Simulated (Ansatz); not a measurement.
Ansatz (a first-principles code) input (CCSD(T)/aug-cc-pVDZ):

Ansatz 0.2 input:
```yaml
crystal:
  periodic: [false, false, false]
  atoms:
    - {symbol: C, position_ang: [1.44426070, -0.53658161, -0.27402555]}
    - {symbol: C, position_ang: [1.36902390, 0.90871354, 0.23061831]}
    - {symbol: C, position_ang: [-0.09966705, 0.54899598, 0.74559223]}
    - {symbol: C, position_ang: [0.14065038, -0.72927474, 0.15909879]}
    - {symbol: C, position_ang: [-1.28634728, -0.95967727, -0.32215211]}
    - {symbol: C, position_ang: [-1.37294596, 0.60773327, -0.18472220]}
    - {symbol: H, position_ang: [2.26019345, -1.18278387, -0.58882787]}
    - {symbol: H, position_ang: [1.29799486, 1.63376910, -0.58908418]}
    - {symbol: H, position_ang: [2.10293262, 1.28829290, 0.96136211]}
    - {symbol: H, position_ang: [-1.43086623, -1.37938019, -1.32226701]}
    - {symbol: H, position_ang: [-1.92490781, -1.48935370, 0.39132526]}
    - {symbol: H, position_ang: [-1.16856776, 1.04398640, -1.17825130]}
    - {symbol: H, position_ang: [-2.30662743, 1.04601428, 0.19928636]}
basis:
  gaussian:
    orbitals: aug-cc-pVDZ
total_charge: -1
magnetization: {spin_polarized: false}
correlation: {method: ccsd_t, electrons: outside_noble_gas}
output: {forces: true}
```

Output:

```
Functional definition: HF
integrals: 1.04 GiB planned
2021 factors; integrals over basis functions are off by at most 4.6e-4 eV
0.94 GiB of device memory are held for the factors and their scratch space
mean field: 1.11 GiB planned
mean field evaluation 1: about -6284.3029 eV, gradient 3.4e1 eV
mean field evaluation 2: about -6284.3060 eV, gradient 3.4e1 eV
mean field evaluation 4: about -6288.0283 eV, gradient 6.1e0 eV
mean field evaluation 8: about -6288.1640 eV, gradient 1.8e-1 eV
mean field evaluation 16: about -6288.1525 eV, gradient 1.2e0 eV
mean field evaluation 32: about -6282.1902 eV, gradient 2.9e-1 eV
mean field -6288.16436150 eV, -231.0857780144 hartree, gradient 1.5e-6 eV, S^2 0.000000; 0 other end points of the search recorded, 0 dependent functions left out
6 core orbitals not correlated
reference -6288.16436150 eV, -231.0857780144 hartree; 16, 16 occupied and 179, 179 virtual orbitals, 2021 factors
densities: 8.18 GiB planned
second order -23.86066055 eV of doubles, -0.00000000 eV of singles
coupled cluster: 6.31 GiB planned
cycle   1  -24.06199154 eV  change   -2.0e-1 eV  update   1.3e-1
cycle   2  -24.74072354 eV  change   -6.8e-1 eV  update   4.3e-2
cycle   3  -24.93476734 eV  change   -1.9e-1 eV  update   2.6e-2
cycle   4  -24.94143515 eV  change   -6.7e-3 eV  update   9.5e-3
cycle   5  -24.93498580 eV  change    6.4e-3 eV  update   6.5e-3
cycle   6  -24.93658270 eV  change   -1.6e-3 eV  update   3.3e-3
cycle   7  -24.93655401 eV  change    2.9e-5 eV  update   1.7e-3
cycle   8  -24.93565883 eV  change    9.0e-4 eV  update   9.2e-4
cycle   9  -24.93571247 eV  change   -5.4e-5 eV  update   4.5e-4
cycle  10  -24.93624652 eV  change   -5.3e-4 eV  update   2.5e-4
cycle  11  -24.93593588 eV  change    3.1e-4 eV  update   1.3e-4
cycle  12  -24.93591610 eV  change    2.0e-5 eV  update   6.3e-5
cycle  13  -24.93593926 eV  change   -2.3e-5 eV  update   3.2e-5
cycle  14  -24.93592840 eV  change    1.1e-5 eV  update   1.5e-5
cycle  15  -24.93594410 eV  change   -1.6e-5 eV  update   8.0e-6
cycle  16  -24.93594965 eV  change   -5.5e-6 eV  update   4.1e-6
cycle  17  -24.93594800 eV  change    1.6e-6 eV  update   2.0e-6
perturbative correction -1.20100672 eV, -0.0441361829 hartree
the calculation of the forces begins
0.94 GiB of device memory are held for the factors and their scratch space
Total energy: -6314.30131623 eV, -232.0462933842 hartree
Atom 0 at     1.444261    -0.536582    -0.274026 Å, force     0.726681    -0.030412    -0.376986 eV/Å
Atom 1 at     1.369024     0.908714     0.230618 Å, force     0.114446     0.283540     0.216145 eV/Å
Atom 2 at    -0.099667     0.548996     0.745592 Å, force    -0.125231     0.850409     0.705785 eV/Å
Atom 3 at     0.140650    -0.729275     0.159099 Å, force    -0.487430    -1.123464     0.073660 eV/Å
Atom 4 at    -1.286347    -0.959677    -0.322152 Å, force    -0.207772    -0.133025    -0.076491 eV/Å
Atom 5 at    -1.372946     0.607733    -0.184722 Å, force    -0.164316     0.080403     0.098194 eV/Å
Atom 6 at     2.260193    -1.182784    -0.588828 Å, force     0.391989    -0.318814    -0.182526 eV/Å
Atom 7 at     1.297995     1.633769    -0.589084 Å, force    -0.067371     0.293484    -0.368885 eV/Å
Atom 8 at     2.102933     1.288293     0.961362 Å, force     0.288284     0.130285     0.293874 eV/Å
Atom 9 at    -1.430866    -1.379380    -1.322267 Å, force    -0.048239    -0.177529    -0.429439 eV/Å
Atom 10 at    -1.924908    -1.489354     0.391325 Å, force    -0.248017    -0.210265     0.331975 eV/Å
Atom 11 at    -1.168568     1.043986    -1.178251 Å, force     0.178753     0.190704    -0.430176 eV/Å
Atom 12 at    -2.306627     1.046014     0.199286 Å, force    -0.351778     0.164685     0.144869 eV/Å
Dipole moment:    -0.255168    -0.114866    -0.413413 e Å
```

It need not be the lowest isomer of its formula. Whether it binds its extra electron was not tested at this geometry.
